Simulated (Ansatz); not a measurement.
Ansatz (a program for electronic structure) input:

Ansatz 0.2 input:
```yaml
crystal:
  periodic: [false, false, false]
  atoms:
    - {symbol: C, position_ang: [-1.10617610, -1.37770322, -1.22192331]}
    - {symbol: Si, position_ang: [0.01380705, -0.51376570, -0.01752105]}
    - {symbol: C, position_ang: [0.38449679, -1.43231591, 1.55416269]}
    - {symbol: P, position_ang: [1.82883232, 0.40210522, -0.97411633]}
    - {symbol: P, position_ang: [-1.27916318, 1.31100594, 0.71266216]}
    - {symbol: H, position_ang: [-0.57205549, -2.24273670, -1.62458314]}
    - {symbol: H, position_ang: [-1.38264255, -0.74122906, -2.06338144]}
    - {symbol: H, position_ang: [-2.01459321, -1.74433552, -0.74116554]}
    - {symbol: H, position_ang: [1.00098099, -2.30036688, 1.30488889]}
    - {symbol: H, position_ang: [0.94339344, -0.82644634, 2.26840454]}
    - {symbol: H, position_ang: [-0.52406888, -1.79894277, 2.03464377]}
    - {symbol: H, position_ang: [1.09586028, 1.33441538, -1.75138947]}
    - {symbol: H, position_ang: [2.08686072, 1.29810882, 0.09415454]}
    - {symbol: H, position_ang: [-2.49823172, 1.05221005, 1.36217334]}
    - {symbol: H, position_ang: [-0.60149379, 2.14367999, 1.61408335]}
    - {symbol: H, position_ang: [-1.64226976, 2.18181014, -0.32415783]}
basis:
  gaussian:
    orbitals: def2-TZVPD
hamiltonian:
  xc: {name: r2SCANh}
total_charge: 1
output: {forces: true}
```

Q: Which total energy does the run end on?

A: -1054.73309 Eh (r2SCANh/def2-TZVPD). The basis has 302 functions.

It need not be the lowest isomer of its formula.
